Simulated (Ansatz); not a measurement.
Coupled-cluster diagnostics for Ge2Se, Ansatz.

Geometry of the singlet (r2SCAN-D4/def2-TZVP):

Cartesian coordinates in Å:
```
Ge 0.703 0.690 1.044
Ge -0.670 0.634 -1.099
Se -0.034 -1.324 0.056
```

Correlated methods freeze 27 core orbitals; core or outer-core shells of Ge, Se are correlated, in sets that lack core-valence functions. The structure comes from a short search, and lower isomers may exist.

Task: Estimate the CCSD(T) correlation energy, the shares of MP2 and (T), T1 and the reference's ⟨S²⟩ for: charge 0, singlet, own geometry in def2-TZVPP; and the rough time on 4 threads of Arm Neoverse V1 on a shared host.

Result: 
```json
{"state": "charge 0, singlet, own geometry", "basis": "def2-TZVPP", "correlation (eV)": "-20.419", "MP2 share (%)": "95.6", "(T) share (%)": "4.8", "T1": "0.016", "⟨S²⟩ (pure)": "0.00 (0.00)", "wall time": "15 s", "remarks": "restricted SCF unstable"}
```
Customary marks for T1 are 0.02 (closed shells), 0.045 (open shells) and about 0.05 (3d metals). T1 stays under 0.02 throughout.
